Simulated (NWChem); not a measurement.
System: AlH₃O₂; SMILES [OH][AlH][OH]

Here is an NWChem input.

```
start job
memory heap 200 mb stack 900 mb global 1100 mb
geometry units angstroms noautosym nocenter noautoz
  Al    -0.356546    -0.142380    -0.246479
  H     -1.527459    -0.944865    -0.926605
  O     -0.143838     1.477931    -0.700417
  H      0.532207     2.064763    -0.358379
  O      0.699090    -0.807354     0.910416
  H      0.679939    -1.704558     1.245047
end
basis spherical
  * library def2-svp
end
dft
  xc b3lyp
  iterations 150
  mulliken
end
task dft energy
esp
  recalculate
  probe 0.07
  range 0.3
  factor 1.0
  spacing 0.02
end
task esp
```

NWChem printed, in part:

```
             Northwest Computational Chemistry Package (NWChem) 7.3.0
             --------------------------------------------------------

                             Geometry "geometry" -> ""
                             -------------------------

 Output coordinates in angstroms (scale by  1.889725989 to convert to a.u.)

  No.       Tag          Charge          X              Y              Z
 ---- ---------------- ---------- -------------- -------------- --------------
    1 Al                  13.0000    -0.35654600    -0.14238000    -0.24647900
    2 H                    1.0000    -1.52745900    -0.94486500    -0.92660500
    3 O                    8.0000    -0.14383800     1.47793100    -0.70041700
    4 H                    1.0000     0.53220700     2.06476300    -0.35837900
    5 O                    8.0000     0.69909000    -0.80735400     0.91041600
    6 H                    1.0000     0.67993900    -1.70455800     1.24504700

 Effective nuclear repulsion energy (a.u.)     101.2287509352

                                 NWChem DFT Module
                                 -----------------

 Summary of "ao basis" -> "ao basis" (spherical)
 ------------------------------------------------------------------------------
       Tag                 Description            Shells   Functions and Types
 ---------------- ------------------------------  ------  ---------------------
 Al                         def2-svp                 8       18   4s3p1d
 H                          def2-svp                 3        5   2s1p
 O                          def2-svp                 6       14   3s2p1d

            General Information
            -------------------
          SCF calculation type: DFT
          Wavefunction type:  closed shell.
          No. of atoms     :     6
          No. of electrons :    32
           Alpha electrons :    16
            Beta electrons :    16
          Charge           :     0
          Spin multiplicity:     1
          Use of symmetry is: off; symmetry adaption is: off
          Maximum number of iterations: 150
          AO basis - number of functions:    61
                     number of shells:    29
          Convergence on energy requested:  1.00D-06
          Convergence on density requested:  1.00D-05
          Convergence on gradient requested:  5.00D-04

              XC Information
              --------------
                         B3LYP Method XC Potential
                     Hartree-Fock (Exact) Exchange  0.200
                        Slater Exchange Functional  0.800 local
                    Becke 1988 Exchange Functional  0.720 non-local
              Lee-Yang-Parr Correlation Functional  0.810
                  VWN I RPA Correlation Functional  0.190 local

             Grid Information
             ----------------
          Grid used for XC integration:  medium
          Radial quadrature: Mura-Knowles
          Angular quadrature: Lebedev.
          Tag              B.-S. Rad. Rad. Pts. Rad. Cut. Ang. Pts.
          ---              ---------- --------- --------- ---------
          Al                  1.25       88           8.0       590
          H                   0.35       45          11.0       434
          O                   0.60       49          10.0       434
          Grid pruning is: on
          Number of quadrature shells:   321
          Spatial weights used:  Erf1

      Superposition of Atomic Density Guess
      -------------------------------------

 Sum of atomic energies:        -392.67156198

      Non-variational initial energy
      ------------------------------

 Total energy =    -393.193045
 1-e energy   =    -744.711257
 2-e energy   =     250.289461
 HOMO         =      -0.435153
 LUMO         =      -0.003301

     ---------------------------------------------
      Total Density - Mulliken Population Analysis
     ---------------------------------------------

[...]

                     NWChem Electrostatic Potential Fit Module
                     -----------------------------------------

 Atom parameters

 Number of atoms is                                    6
 Number of basis functions is                         61

 Grid parameters

 Maximum number of grid points is                  31098
 Number of grid points is                          31097
 Grid range                                     0.300000 nm
 Grid spacing                                   0.020000 nm
 Probe radius                                   0.070000 nm
 Atom radius factor                             1.000000

 Atomic radii

    1    0.100000
    8    0.136000
   13    0.195000
 FASTESP  F
  using M.O. file = ./job.movecs

    Atom              Coordinates                           Charge

                                                  ESP

    1 Al   -0.035655   -0.014238   -0.024648    1.036917
    2 H    -0.152746   -0.094487   -0.092661   -0.282377
    3 O    -0.014384    0.147793   -0.070042   -0.779680
    4 H     0.053221    0.206476   -0.035838    0.414814
    5 O     0.069909   -0.080735    0.091042   -0.764124
    6 H     0.067994   -0.170456    0.124505    0.374449
                                            ------------
                                                0.000000

 Dipole moment                                  0.543467

 Quadrupole moment Qxx                         -4.172054
                   Qyy                          7.538020
                   Qzz                         -3.365966

 RMS deviation kJ/mol                           0.063706

 RRMS %                                        22.960796
```

Level: B3LYP/def2-SVP. Geometry: optimised at PBE0/def2-SVP.
